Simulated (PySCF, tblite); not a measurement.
C₅H₉BO₂Si₂.
Geometry (GFN2-xTB, Å), atoms numbered from 1 in this order:
```xyz
19
C5H9BO2Si2 angstrom
C     -3.8744    2.0324    0.6941
C     -3.0504    1.1881    0.4803
C     -2.0567    0.1804    0.2219
B     -0.5699    0.5673    0.1750
Si     0.7483   -0.8268   -0.1966
O      2.2545   -0.2260   -0.3905
Si     3.5912    0.5619    0.0600
O      4.5724   -0.3928    0.9311
C     -2.4733   -1.2498    0.6546
C     -2.5738   -1.0265   -0.6040
H     -4.5887    2.7780    0.8807
H     -0.2900    1.6929    0.3624
H      0.5870   -1.5756   -1.4608
H      0.8669   -1.8759    0.8441
H      3.2948    1.6322    0.9972
H      4.1929    0.9520   -1.2107
H      4.7644   -1.2849    0.6540
H     -2.5772   -1.8366    1.5309
H     -2.8277   -1.2812   -1.6007
```

Jobs on this species (19 atoms, 88 electrons) with PySCF (density fitting) and tblite. Hardware of each: one thread of an Intel Xeon at 2.70 GHz, no GPU, shared host. The host was shared with other jobs, so the times are rough.

| level and settings | work | basis functions | SCF cycles | wall time |
| --- | --- | --- | --- | --- |
| GFN2-xTB | L-BFGS relaxation | – | – | ? |
| GFN2-xTB | Hessian by finite differences | – | – | 6.5 s |
| PBE0/pcSseg-1 | shieldings, ring-centre shieldings, charges and field gradients | 229 | 15 | 2.1 min |

Task: Fill in the missing figures.

Result: 
- GFN2-xTB; L-BFGS relaxation: 3.9 s

Task: What do all jobs in the table cost together?

Result: About 2.3 min; the longest takes about 92 % of that, and about 32 times as long as the shortest.
